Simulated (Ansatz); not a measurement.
Relaxation of Sr8O8 (started as a model of: 1x4x4 SrO rock-salt block) with RKS PBE-D4/def2-SVP.

```sh
$ ansatz run in.yaml --threads 4 --pin off --events-out ev --progress --plain --max-ram 6963MiB
```

```yaml
crystal:
  periodic: [false, false, false]
  atoms:
    - {symbol: Sr, position_ang: [0.001900, -3.759100, -3.758000]}
    - {symbol: O, position_ang: [-0.024400, -3.735900, -1.239900]}
    - {symbol: Sr, position_ang: [-0.003300, -3.746200, 1.254100]}
    - {symbol: O, position_ang: [-0.005500, -3.744100, 3.750800]}
    - {symbol: O, position_ang: [-0.003300, -1.259200, -3.749400]}
    - {symbol: Sr, position_ang: [-0.001000, -1.245800, -1.257400]}
    - {symbol: O, position_ang: [0.001300, -1.260200, 1.259700]}
    - {symbol: Sr, position_ang: [0.001900, -1.248000, 3.758000]}
    - {symbol: Sr, position_ang: [-0.010100, 1.259100, -3.733300]}
    - {symbol: O, position_ang: [-0.016400, 1.234000, -1.266300]}
    - {symbol: Sr, position_ang: [0.008400, 1.252600, 1.262100]}
    - {symbol: O, position_ang: [0.007200, 1.253400, 3.756700]}
    - {symbol: O, position_ang: [-0.001700, 3.762600, -3.765200]}
    - {symbol: Sr, position_ang: [-0.004200, 3.756300, -1.233300]}
    - {symbol: O, position_ang: [-0.007600, 3.743100, 1.245700]}
    - {symbol: Sr, position_ang: [0.009700, 3.751500, 3.767100]}
basis:
  gaussian: {orbitals: def2-SVP}
hamiltonian: {xc: pbe, dispersion: d4}
scf: {lower_state_search: "off"}
output: {orbitals: {seedname: orbitals}}
relax: {f_tol: 0.03, max_steps: 70}
```

Hardware: 4 threads of Arm Neoverse V1 on a shared host. Wall time 4.4 min, peak host memory 0.91 GiB.

Positions (Å) and forces (eV/Å) at steps 1, 2, 3, 4, 5, 6, 7, 8, 9, 10, 11, 13, 16, 18, 19 of 19:

```xyz
16
step=1 energy=-23050.4854 eV
Sr    0.002   -3.759   -3.758   -0.037    1.911    1.898
O    -0.024   -3.736   -1.240    0.048    0.403   -1.211
Sr   -0.003   -3.746    1.254   -0.016    0.306    0.787
O    -0.005   -3.744    3.751    0.008    1.620   -1.569
O    -0.003   -1.259   -3.749    0.017   -1.150    0.450
Sr   -0.001   -1.246   -1.257   -0.029   -0.114    0.033
O     0.001   -1.260    1.260    0.014   -0.171    0.279
Sr    0.002   -1.248    3.758   -0.008   -0.863   -0.324
Sr   -0.010    1.259   -3.733   -0.003    0.770    0.177
O    -0.016    1.234   -1.266    0.029    0.455   -0.124
Sr    0.008    1.253    1.262   -0.018   -0.070   -0.050
O     0.007    1.253    3.757    0.007    1.191   -0.478
O    -0.002    3.763   -3.765   -0.003   -1.627    1.719
Sr   -0.004    3.756   -1.233   -0.018   -0.342   -0.911
O    -0.008    3.743    1.246    0.032   -0.458    1.177
Sr    0.010    3.752    3.767   -0.024   -1.862   -1.852
16
step=2 energy=-23052.3403 eV
Sr   -0.001   -3.622   -3.620   -0.019    0.739    0.773
O    -0.021   -3.703   -1.298    0.029    0.511   -0.539
Sr   -0.005   -3.723    1.281   -0.007    0.155    0.408
O    -0.005   -3.626    3.636    0.003    1.091   -1.104
O    -0.002   -1.312   -3.712    0.007   -0.473    0.545
Sr   -0.003   -1.245   -1.249   -0.020    0.281    0.309
O     0.002   -1.270    1.276    0.005   -0.033    0.039
Sr    0.001   -1.280    3.734   -0.002   -0.405   -0.160
Sr   -0.010    1.287   -3.719    0.001    0.396    0.110
O    -0.014    1.261   -1.273    0.017    0.135    0.005
Sr    0.007    1.242    1.253   -0.009   -0.292   -0.325
O     0.008    1.308    3.717    0.001    0.511   -0.538
O    -0.002    3.642   -3.636   -0.003   -1.138    1.192
Sr   -0.006    3.732   -1.269   -0.010   -0.196   -0.468
O    -0.005    3.705    1.300    0.020   -0.531    0.586
Sr    0.008    3.618    3.631   -0.014   -0.751   -0.832
16
step=3 energy=-23053.0296 eV
Sr   -0.003   -3.566   -3.561   -0.007    0.100    0.115
O    -0.017   -3.604   -1.341    0.012    0.228    0.343
Sr   -0.005   -3.702    1.276   -0.002    0.050   -0.335
O    -0.005   -3.499    3.506   -0.001    0.175   -0.213
O    -0.002   -1.351   -3.609    0.003    0.380    0.251
Sr   -0.006   -1.177   -1.181   -0.015   -0.220   -0.192
O     0.003   -1.279    1.283    0.001   -0.008    0.004
Sr    0.001   -1.275    3.710    0.001    0.367   -0.050
Sr   -0.010    1.281   -3.699    0.002   -0.358    0.024
O    -0.012    1.279   -1.278    0.006    0.025    0.000
Sr    0.006    1.178    1.184    0.003    0.203    0.205
O     0.007    1.349    3.615   -0.001   -0.388   -0.264
O    -0.002    3.508   -3.495    0.000   -0.216    0.184
Sr   -0.007    3.704   -1.269   -0.007   -0.028    0.366
O    -0.003    3.607    1.345    0.009   -0.251   -0.328
Sr    0.006    3.562    3.566   -0.007   -0.059   -0.109
16
step=4 energy=-23053.1529 eV
Sr    0.006   -3.539   -3.536    0.027    0.075    0.084
O    -0.015   -3.570   -1.316   -0.007    0.081    0.157
Sr    0.001   -3.690    1.239    0.030    0.054   -0.152
O    -0.006   -3.450    3.456   -0.001   -0.014   -0.011
O    -0.001   -1.321   -3.573   -0.013    0.183    0.097
Sr   -0.052   -1.166   -1.168   -0.112   -0.092   -0.074
O     0.003   -1.277    1.281    0.001    0.088   -0.092
Sr   -0.005   -1.237    3.697   -0.030    0.175   -0.056
Sr   -0.002    1.241   -3.689    0.034   -0.169    0.045
O    -0.011    1.278   -1.275    0.001   -0.079    0.092
Sr    0.052    1.168    1.172    0.109    0.083    0.085
O     0.007    1.321    3.579    0.013   -0.185   -0.107
O    -0.002    3.455   -3.447    0.000   -0.011   -0.009
Sr   -0.017    3.691   -1.232   -0.034   -0.040    0.169
O     0.000    3.573    1.321    0.017   -0.097   -0.148
Sr   -0.005    3.538    3.542   -0.035   -0.052   -0.081
16
step=5 energy=-23053.2871 eV
Sr    0.049   -3.475   -3.475    0.113   -0.042   -0.044
O    -0.025   -3.519   -1.254   -0.043   -0.077   -0.215
Sr    0.051   -3.657    1.213    0.114   -0.093    0.000
O    -0.007   -3.418    3.421   -0.003   -0.134    0.139
O    -0.014   -1.253   -3.515   -0.042   -0.232   -0.078
Sr   -0.249   -1.149   -1.147   -0.373    0.153    0.149
O     0.005   -1.256    1.260    0.002    0.050   -0.053
Sr   -0.054   -1.209    3.662   -0.110   -0.006    0.087
Sr    0.051    1.209   -3.657    0.113    0.017   -0.075
O    -0.012    1.260   -1.253   -0.003   -0.060    0.048
Sr    0.251    1.152    1.153    0.376   -0.142   -0.151
O     0.017    1.256    3.521    0.038    0.227    0.083
O    -0.002    3.418   -3.416    0.001    0.144   -0.131
Sr   -0.071    3.659   -1.207   -0.112    0.082   -0.003
O     0.017    3.519    1.261    0.040    0.084    0.209
Sr   -0.055    3.478    3.482   -0.111    0.027    0.032
16
step=6 energy=-23053.4711 eV
Sr    0.105   -3.478   -3.479    0.103    0.235    0.235
O    -0.047   -3.493   -1.254   -0.073   -0.101   -0.283
Sr    0.108   -3.654    1.193    0.151    0.041    0.144
O    -0.009   -3.408    3.410   -0.003   -0.076    0.084
O    -0.037   -1.252   -3.486   -0.071   -0.309   -0.105
Sr   -0.444   -1.135   -1.130   -0.367    0.080    0.071
O     0.007   -1.251    1.255    0.003    0.127   -0.131
Sr   -0.109   -1.190    3.657   -0.146   -0.158   -0.048
Sr    0.109    1.190   -3.652    0.148    0.167    0.059
O    -0.012    1.254   -1.247   -0.001   -0.132    0.125
Sr    0.446    1.138    1.139    0.365   -0.068   -0.084
O     0.039    1.255    3.493    0.066    0.310    0.112
O    -0.002    3.408   -3.406   -0.001    0.087   -0.060
Sr   -0.129    3.656   -1.188   -0.143   -0.060   -0.151
O     0.041    3.493    1.260    0.066    0.112    0.283
Sr   -0.113    3.482    3.486   -0.097   -0.255   -0.251
16
step=7 energy=-23053.6912 eV
Sr    0.167   -3.451   -3.450    0.111    0.122    0.112
O    -0.088   -3.486   -1.250   -0.108    0.013   -0.074
Sr    0.184   -3.625    1.202    0.188    0.025   -0.153
O    -0.010   -3.409    3.409   -0.003   -0.073    0.075
O    -0.078   -1.248   -3.477   -0.106   -0.110    0.009
Sr   -0.639   -1.138   -1.132   -0.175    0.218    0.209
O     0.008   -1.222    1.224    0.001    0.080   -0.089
Sr   -0.183   -1.198    3.625   -0.184    0.139   -0.025
Sr    0.184    1.199   -3.620    0.186   -0.131    0.043
O    -0.012    1.226   -1.216   -0.002   -0.103    0.074
Sr    0.638    1.142    1.140    0.179   -0.211   -0.217
O     0.079    1.251    3.485    0.100    0.111   -0.004
O    -0.002    3.408   -3.404    0.000    0.080   -0.075
Sr   -0.203    3.625   -1.197   -0.181   -0.025    0.161
O     0.081    3.487    1.256    0.098   -0.004    0.074
Sr   -0.175    3.454    3.456   -0.105   -0.134   -0.120
16
step=8 energy=-23053.8821 eV
Sr    0.239   -3.409   -3.407   -0.008    0.235    0.214
O    -0.154   -3.452   -1.231   -0.079    0.051   -0.018
Sr    0.303   -3.606    1.189    0.132    0.220   -0.188
O    -0.011   -3.384    3.382   -0.002   -0.099    0.099
O    -0.144   -1.228   -3.441   -0.077   -0.072    0.047
Sr   -0.828   -1.111   -1.103    0.126    0.172    0.165
O     0.010   -1.213    1.213    0.001    0.184   -0.193
Sr   -0.299   -1.185    3.602   -0.136    0.164   -0.210
Sr    0.302    1.186   -3.598    0.133   -0.161    0.232
O    -0.013    1.217   -1.204    0.003   -0.216    0.167
Sr    0.825    1.115    1.112   -0.122   -0.164   -0.170
O     0.142    1.233    3.448    0.073    0.072   -0.040
O    -0.002    3.381   -3.377    0.002    0.102   -0.110
Sr   -0.318    3.603   -1.185   -0.130   -0.204    0.211
O     0.146    3.452    1.238    0.073   -0.035    0.016
Sr   -0.247    3.414    3.413    0.011   -0.249   -0.221
16
step=9 energy=-23054.0916 eV
Sr    0.238   -3.350   -3.347   -0.035    0.163    0.131
O    -0.212   -3.408   -1.192   -0.030    0.038   -0.022
Sr    0.475   -3.515    1.154    0.050    0.187   -0.103
O    -0.011   -3.326    3.321   -0.004   -0.053    0.064
O    -0.205   -1.187   -3.396   -0.027   -0.091    0.034
Sr   -0.955   -1.082   -1.074    0.173    0.160    0.148
O     0.011   -1.168    1.168    0.000    0.161   -0.167
Sr   -0.472   -1.150    3.510   -0.051    0.068   -0.180
Sr    0.474    1.151   -3.506    0.049   -0.068    0.204
O    -0.012    1.173   -1.159    0.006   -0.196    0.138
Sr    0.952    1.088    1.083   -0.164   -0.161   -0.150
O     0.202    1.193    3.405    0.021    0.091   -0.030
O    -0.003    3.322   -3.318    0.004    0.062   -0.081
Sr   -0.487    3.511   -1.151   -0.051   -0.162    0.133
O     0.203    3.409    1.198    0.024   -0.024    0.009
Sr   -0.247    3.355    3.353    0.036   -0.175   -0.128
16
step=10 energy=-23054.1799 eV
Sr    0.215   -3.300   -3.293    0.005    0.001   -0.012
O    -0.246   -3.359   -1.153   -0.048    0.015    0.013
Sr    0.615   -3.383    1.100    0.039   -0.023    0.040
O    -0.010   -3.249    3.240   -0.008    0.018    0.003
O    -0.238   -1.156   -3.348   -0.046    0.001    0.011
Sr   -1.046   -1.045   -1.038    0.059   -0.042   -0.040
O     0.010   -1.093    1.098    0.002   -0.057    0.058
Sr   -0.616   -1.102    3.382   -0.021   -0.050    0.005
Sr    0.610    1.101   -3.372    0.044    0.045   -0.037
O    -0.002    1.098   -1.088   -0.014    0.066   -0.048
Sr    1.050    1.053    1.051   -0.067    0.016    0.016
O     0.233    1.156    3.357    0.047    0.013   -0.015
O    -0.007    3.245   -3.239   -0.003   -0.006    0.007
Sr   -0.624    3.386   -1.097   -0.020   -0.001   -0.037
O     0.236    3.362    1.156    0.050   -0.017    0.002
Sr   -0.227    3.298    3.295   -0.019    0.020    0.034
16
step=11 energy=-23054.1825 eV
Sr    0.208   -3.303   -3.297    0.009   -0.018   -0.014
O    -0.248   -3.360   -1.154    0.024   -0.037    0.038
Sr    0.620   -3.398    1.114   -0.025    0.029   -0.014
O    -0.009   -3.258    3.251    0.005   -0.015   -0.009
O    -0.243   -1.158   -3.348    0.028    0.044   -0.046
Sr   -1.022   -1.054   -1.047   -0.040    0.049    0.052
O     0.011   -1.108    1.112    0.003   -0.040   -0.026
Sr   -0.617   -1.115    3.390    0.011    0.045    0.012
Sr    0.615    1.115   -3.392   -0.039   -0.011    0.062
O    -0.011    1.116   -1.099    0.015   -0.051   -0.074
Sr    1.020    1.057    1.054    0.045   -0.004   -0.001
O     0.236    1.161    3.359   -0.022   -0.050    0.023
O    -0.003    3.255   -3.250    0.010   -0.015   -0.021
Sr   -0.624    3.393   -1.110    0.001    0.037    0.048
O     0.239    3.365    1.162   -0.018    0.020   -0.047
Sr   -0.219    3.305    3.304   -0.009    0.017    0.015
16
step=13 energy=-23054.1844 eV
Sr    0.213   -3.301   -3.294   -0.002    0.002    0.002
O    -0.248   -3.363   -1.150    0.000   -0.001    0.002
Sr    0.617   -3.398    1.112    0.000    0.001    0.000
O    -0.012   -3.258    3.250   -0.001    0.000    0.001
O    -0.241   -1.156   -3.351    0.001    0.001    0.000
Sr   -1.029   -1.050   -1.042    0.002   -0.001    0.000
O     0.014   -1.109    1.108    0.002   -0.001   -0.001
Sr   -0.613   -1.112    3.390    0.001    0.000   -0.003
Sr    0.609    1.113   -3.385   -0.001    0.003    0.002
O    -0.011    1.112   -1.101   -0.001   -0.003   -0.001
Sr    1.030    1.055    1.050   -0.007    0.003    0.002
O     0.234    1.158    3.357    0.000   -0.001    0.003
O    -0.003    3.256   -3.247    0.000    0.002    0.000
Sr   -0.622    3.398   -1.106    0.002   -0.003    0.000
O     0.240    3.365    1.158    0.001    0.003   -0.002
Sr   -0.225    3.303    3.300    0.002   -0.005   -0.005
16
step=16 energy=-23054.1844 eV
Sr    0.213   -3.301   -3.293    0.000    0.000    0.000
O    -0.248   -3.364   -1.149    0.000    0.000   -0.001
Sr    0.617   -3.398    1.112    0.001   -0.001    0.001
O    -0.012   -3.259    3.250   -0.001    0.000    0.000
O    -0.240   -1.155   -3.350    0.001    0.000    0.001
Sr   -1.029   -1.051   -1.041   -0.001    0.000    0.000
O     0.015   -1.109    1.108    0.001    0.001   -0.001
Sr   -0.613   -1.112    3.390    0.000   -0.001    0.001
Sr    0.609    1.114   -3.385    0.000    0.000   -0.001
O    -0.012    1.112   -1.101   -0.001    0.000    0.001
Sr    1.028    1.055    1.050    0.001    0.000    0.000
O     0.233    1.158    3.357   -0.001    0.000   -0.001
O    -0.002    3.258   -3.246    0.001    0.000    0.000
Sr   -0.622    3.398   -1.106   -0.001    0.001   -0.001
O     0.241    3.366    1.157    0.000    0.000    0.001
Sr   -0.224    3.303    3.299    0.000    0.000    0.000
16
step=18 energy=-23054.1845 eV
Sr    0.203   -3.342   -3.270    0.019    0.004    0.027
O    -0.276   -3.416   -1.129    0.007   -0.011   -0.027
Sr    0.657   -3.437    1.104   -0.019   -0.009    0.016
O    -0.044   -3.280    3.220    0.001   -0.016   -0.042
O    -0.191   -1.181   -3.309    0.011    0.035    0.020
Sr   -1.027   -1.092   -1.019   -0.040   -0.010   -0.006
O     0.111   -1.136    1.078    0.001   -0.016    0.003
Sr   -0.608   -1.122    3.334    0.022    0.030    0.011
Sr    0.580    1.132   -3.324   -0.034    0.014   -0.018
O    -0.149    1.130   -1.077   -0.020    0.023    0.005
Sr    1.012    1.074    1.011    0.023    0.036    0.011
O     0.178    1.176    3.296   -0.003    0.003    0.012
O     0.073    3.312   -3.179    0.012   -0.059    0.002
Sr   -0.668    3.447   -1.082    0.033   -0.020   -0.015
O     0.295    3.407    1.129   -0.011    0.030    0.029
Sr   -0.194    3.342    3.266   -0.002   -0.034   -0.029
16
step=19 energy=-23054.1849 eV
Sr    0.209   -3.323   -3.281    0.009    0.004    0.015
O    -0.263   -3.392   -1.139    0.002   -0.006   -0.013
Sr    0.637   -3.419    1.108   -0.008    0.000    0.008
O    -0.029   -3.271    3.235   -0.001   -0.009   -0.019
O    -0.215   -1.169   -3.328    0.004    0.013    0.008
Sr   -1.030   -1.073   -1.030   -0.012    0.001    0.000
O     0.065   -1.123    1.093    0.001   -0.009    0.003
Sr   -0.610   -1.118    3.362    0.012    0.014   -0.001
Sr    0.593    1.123   -3.355   -0.017    0.008   -0.001
O    -0.084    1.122   -1.089   -0.011    0.011    0.005
Sr    1.021    1.066    1.030    0.003    0.011   -0.001
O     0.205    1.167    3.326   -0.001    0.003    0.006
O     0.037    3.286   -3.213    0.007   -0.023   -0.001
Sr   -0.645    3.425   -1.094    0.015   -0.016   -0.010
O     0.269    3.389    1.144   -0.003    0.016    0.014
Sr   -0.209    3.323    3.283   -0.001   -0.018   -0.015
```

In the def2 sets Sr takes a core potential; there is no spin–orbit coupling.
